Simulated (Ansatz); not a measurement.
C4H8O3 (`COC(=O)CCO`) at its PBE0-D4/def2-TZVP geometry, where that method's forces vanish. The species carries charge 0 and has multiplicity 1.

```tsv
atom	x (Å)	y (Å)	z (Å)
C1	1.809	0.177	-1.975
O2	1.462	-0.220	-0.650
C3	0.208	0.043	-0.280
O4	-0.587	0.599	-0.998
C5	-0.084	-0.447	1.108
C6	-1.397	0.101	1.642
O7	-2.501	-0.314	0.880
H8	2.847	-0.115	-2.108
H9	1.696	1.255	-2.093
H10	1.173	-0.326	-2.704
H11	-0.122	-1.541	1.069
H12	0.755	-0.185	1.760
H13	-1.555	-0.269	2.657
H14	-1.341	1.197	1.696
H15	-2.362	0.045	-0.005
```

Task: For each bond, give half the difference of the two atoms' forces along it (eV/Å; positive pushes the atoms apart) under PBE-D4, r2SCAN-D4, B3LYP-D4, ωB97M-V in def2-TZVPP. (Estimate.)

Result: Ansatz gave: 
| bond | length (Å) | PBE-D4 | r2SCAN-D4 | B3LYP-D4 | ωB97M-V |
| --- | --- | --- | --- | --- | --- |
| C1–O2 | 1.426 | 0.23 | 0.29 | 0.26 | 0.21 |
| C1–H8 | 1.087 | 0.06 | -0.08 | -0.13 | -0.09 |
| C1–H9 | 1.091 | 0.08 | -0.07 | -0.08 | -0.10 |
| C1–H10 | 1.091 | 0.08 | -0.07 | -0.08 | -0.10 |
| O2–C3 | 1.333 | 0.35 | 0.23 | 0.13 | 0.09 |
| C3–O4 | 1.207 | 0.91 | 0.31 | 0.20 | 0.07 |
| C3–C5 | 1.501 | -0.31 | -0.12 | -0.03 | 0.04 |
| C5–C6 | 1.519 | -0.01 | 0.06 | 0.12 | 0.09 |
| C5–H11 | 1.095 | 0.11 | -0.03 | -0.10 | -0.12 |
| C5–H12 | 1.094 | 0.08 | -0.05 | -0.10 | -0.11 |
| C6–O7 | 1.404 | 0.34 | 0.28 | 0.33 | 0.27 |
| C6–H13 | 1.092 | 0.09 | -0.07 | -0.17 | -0.14 |
| C6–H14 | 1.099 | 0.09 | -0.06 | -0.12 | -0.15 |
| O7–H15 | 0.965 | 0.42 | 0.00 | -0.06 | -0.12 |

B3LYP here is the variant with VWN-RPA as its local correlation; programs differ in this.
